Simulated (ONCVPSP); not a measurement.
# Pseudopotential generation for I: ONCV, PBE, fully relativistic.

ONCVPSP 4.0.1 input, shortened (lines: element, Z, core and valence counts, functional; n l f; lmax; l rc ep ncon nbas qcut; lloc lpopt rc5 dvloc0; l nproj debl; icmod fcfact rcfact), PBE, fully relativistic:

```
  I 53.00    6    5        4      upf
    1    0    2.00
    2    0    2.00
    2    1    6.00
    3    0    2.00
    3    1    6.00
    3    2   10.00
    4    0    2.00
    4    1    6.00
    4    2   10.00
    5    0    2.00
    5    1    5.00
    2
    0    1.20    0.00    4    7    8.20
    1    1.40    0.00    5    8   12.20
    2    1.20    0.00    5   10   12.90
    2    5    1.20    0.00
    0    2    1.30
    1    2    1.80
    2    0    0.70
    0    0.00    0.00
```

Open shells are filled in proportion to 2j + 1.

All-electron outer shells of the reference configuration (PBE, scalar-relativistic, ld1.x):

```tsv
shell	level (eV)	outermost node (bohr)	outermost maximum (bohr)
3p	-859.35	0.13	0.28
3d	-605.97	–	0.23
4s	-180.60	0.37	0.68
4p	-127.57	0.37	0.72
4d	-50.28	0.35	0.78
5s	-17.41	0.88	1.70
5p	-7.09	0.96	2.02
```

**Question.** Does the generator finish with these settings?

**Answer.** Yes, a potential is produced.

**Question.** Estimate the cutoffs (Ha) at which the residual kinetic energy of the hardest occupied pseudo-wave falls to 1 and 0.1 mHa per electron.

**Answer.** 57 Ha and 95 Ha.

**Question.** What does a ghost test show?

**Answer.** No bound ghost flagged; no localised positive-energy state flagged.

**Question.** Tests: 4s2 4p6 4d10 5s2 5p4; 4s2 4p6 4d10 5s2 5p3; 4s2 4p6 4d10 5s2 5p2; 4s2 4p5 4d10 5s2 5p5. Which has the largest error in its energy relative to the reference configuration, and how large is it?

**Answer.** 4s2 4p5 4d10 5s2 5p5, with -32 meV (all-electron minus pseudo) on +136.68 eV.
